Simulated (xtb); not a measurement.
Cl4MoO, charge -1, doublet, geometry from GFN2-xTB (such geometries of metal compounds can be far from the true shape) (the multiplicity is a formal guess); GFN2-xTB with GBSA(thf) (xtb).

Here is a job for xtb.
```
$ xtb mol.xyz --gfn 2 --chrg -1 --uhf 1 --gbsa thf --json

# file mol.xyz
6

Mo     0.18481073    -0.20270312     0.16350579
O      1.13513898    -1.24503705     1.00428040
Cl    -1.22859589    -1.44997129    -1.24480088
Cl     0.73320875     1.99331915     0.80652187
Cl     1.28485643     0.36301879    -1.83813904
Cl    -1.78024356     0.18032907     1.39986003
```

Problem. Predict the main parts of the log of this xtb run.

Solution. 
```
   ID    Z sym.   atoms
    1   42 Mo     1
    2    8 O      2
    3   17 Cl     3-6

           -------------------------------------------------
          |                Calculation Setup                |
           -------------------------------------------------

           -------------------------------------------------
          |                 G F N 2 - x T B                 |
           -------------------------------------------------

      * Solvation model:               GBSA
        Solvent                        thf
        Parameter file                 internal GFN2-xTB/GBSA
        Dielectric constant                7.6000E+00
        Reference state                gsolv [1 M gas/solution]
        Free energy shift                  3.3994E-03 Eh       2.1331E+00 kcal/mol
        Temperature                        2.9815E+02 K
        Density                            8.8300E-01 kg/L
        Solvent mass                       7.2106E+01 g/mol
        Interaction kernel             Still
        Born radius scaling (c1)           1.5128E+00
        Born radii integrator          GBOBC
        Born offset                        6.0704E-04 a0       1.1471E-03 AA
        H-bond correction              true
        Ion screening                  false
        Surface tension                    1.0000E-05 Eh       1.5569E+01 dyn/cm
        Grid points                               230 per atom

          ...................................................
          :                      SETUP                      :
          :.................................................:
          :  # basis functions                  54          :
          :  # atomic orbitals                  49          :
          :  # shells                           17          :
          :  # electrons                        41          :
          :  max. iterations                   250          :
          :  Hamiltonian                  GFN2-xTB          :
          :  restarted?                      false          :
          :  GBSA solvation                   true          :
          :  PC potential                    false          :
          :  electronic temp.          300.0000000     K    :
          :  accuracy                    1.0000000          :
          :  -> integral cutoff          0.2500000E+02      :
          :  -> integral neglect         0.1000000E-07      :
          :  -> SCF convergence          0.1000000E-05 Eh   :
          :  -> wf. convergence          0.1000000E-03 e    :
          :  Broyden damping             0.4000000          :
          :  net charge                         -1          :
          :  unpaired electrons                  1          :
          ...................................................

 iter      E             dE          RMSdq      gap      omega  full diag
   1    -24.7884505 -0.247885E+02  0.793E+00    2.64       0.0  T
   2    -24.7756941  0.127564E-01  0.930E+00    2.08       1.0  T
   3    -24.9015862 -0.125892E+00  0.272E+00    2.12       1.0  T
   4    -24.9020149 -0.428661E-03  0.174E+00    2.23       1.0  T
   5    -24.9061682 -0.415337E-02  0.518E-01    2.19       1.0  T
   6    -24.9066367 -0.468526E-03  0.419E-01    2.20       1.0  T
   7    -24.9066669 -0.301516E-04  0.212E-01    2.21       1.0  T
   8    -24.9067406 -0.736824E-04  0.531E-02    2.20       1.0  T
   9    -24.9067381  0.252219E-05  0.697E-02    2.20       1.0  T
  10    -24.9067420 -0.396182E-05  0.197E-02    2.20       2.1  T
  11    -24.9067423 -0.303171E-06  0.573E-03    2.20       7.1  T
  12    -24.9067424 -0.394136E-07  0.421E-04    2.20      96.9  T
  13    -24.9067424  0.509104E-11  0.298E-04    2.20     136.9  T

   *** convergence criteria satisfied after 13 iterations ***

         :::::::::::::::::::::::::::::::::::::::::::::::::::::
         ::                     SUMMARY                     ::
         :::::::::::::::::::::::::::::::::::::::::::::::::::::
[...]
         :: total energy             -24.876811965255 Eh    ::
[...]
        12        2.0000           -0.4523482             -12.3090
        13        2.0000           -0.4523482             -12.3090
        14        2.0000           -0.4482451             -12.1974
        15        2.0000           -0.4308934             -11.7252
        16        2.0000           -0.4308934             -11.7252
        17        2.0000           -0.4258072             -11.5868
        18        2.0000           -0.4224988             -11.4968
        19        2.0000           -0.4224988             -11.4968
        20        2.0000           -0.4179416             -11.3728
        21        1.0000           -0.3425456              -9.3211 (HOMO)
        22                         -0.2616051              -7.1186 (LUMO)
        23                         -0.2616051              -7.1186
        24                         -0.2463880              -6.7046
        25                         -0.1885791              -5.1315
        26                          0.0117781               0.3205
        27                          0.0336351               0.9153
        28                          0.0336351               0.9153
        29                          0.0339396               0.9235
        30                          0.0339635               0.9242
        31                          0.0340483               0.9265
        32                          0.0342659               0.9324
       ...                                ...                  ...
        49                          0.7193666              19.5750
      -------------------------------------------------------------
                  HL-Gap            0.0809405 Eh            2.2025 eV
             Fermi-level           -0.3411595 Eh           -9.2834 eV

     #   Z          covCN         q      C6AA      α(0)
     1  42 Mo       4.123     0.853   342.788    38.080
     2   8 O        0.804    -0.496    23.723     6.529
     3  17 Cl       0.867    -0.339   110.040    16.048
     4  17 Cl       0.867    -0.339   110.040    16.048
     5  17 Cl       0.867    -0.339   110.040    16.048
     6  17 Cl       0.867    -0.339   110.040    16.048

 Mol. C6AA /au·bohr⁶  :       4225.829748
 Mol. C8AA /au·bohr⁸  :     238993.740739
 Mol. α(0) /au        :        108.800527

Wiberg/Mayer (AO) data.
largest (>0.10) Wiberg bond orders for each atom

 ---------------------------------------------------------------------------
     #   Z sym  total        # sym  WBO       # sym  WBO       # sym  WBO
 ---------------------------------------------------------------------------
     1  42 Mo   6.086 --     2 O    2.123     3 Cl   0.991     4 Cl   0.991
                             6 Cl   0.991     5 Cl   0.991
     2   8 O    2.364 --     1 Mo   2.123
     3  17 Cl   1.163 --     1 Mo   0.991
     4  17 Cl   1.163 --     1 Mo   0.991
     5  17 Cl   1.163 --     1 Mo   0.991
     6  17 Cl   1.163 --     1 Mo   0.991
 ---------------------------------------------------------------------------

Topologies differ in total number of bonds
Writing topology from bond orders to xtbtopo.mol

molecular dipole:
                 x           y           z       tot (Debye)
 q only:       -0.131       0.144      -0.116
   full:       -0.112       0.122      -0.099       0.490
molecular quadrupole (traceless):
                xx          xy          yy          xz          yz          zz
 q only:        0.011      -2.573       0.487       2.076      -2.277      -0.499
  q+dip:        0.019      -4.463       0.845       3.600      -3.948      -0.865
   full:        0.019      -4.432       0.839       3.575      -3.921      -0.859

           -------------------------------------------------
          | TOTAL ENERGY              -24.876811965255 Eh   |
          | GRADIENT NORM               0.003131550853 Eh/α |
          | HOMO-LUMO GAP               2.202503198871 eV   |
           -------------------------------------------------

normal termination of xtb
```
